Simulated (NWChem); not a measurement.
Species: ZnClF; SMILES [Cl][Zn][F]

```xyz
3

Zn    -0.2428     0.2732     0.0000
F     -0.5004     1.9903     0.0000
Cl     0.0672    -1.7942     0.0000
```
Atoms are numbered in this order, from 1.

Structure relaxed at the PBE0/def2-SVP level.

List the 4 lowest vertical singlet excitations from PBE/def2-SVPD, TDA (NWChem).


| state | energy (eV) | oscillator strength | leading excitation (squared amplitude) |
|---|---|---|---|
| S1 | 5.34 | 0.010 | HOMO → LUMO (0.97) |
| S2 | 5.34 | 0.010 | HOMO−1 → LUMO (0.97) |
| S3 | 6.27 | 0.030 | HOMO−3 → LUMO (0.53) |
| S4 | 6.27 | 0.030 | HOMO−2 → LUMO (0.53) |
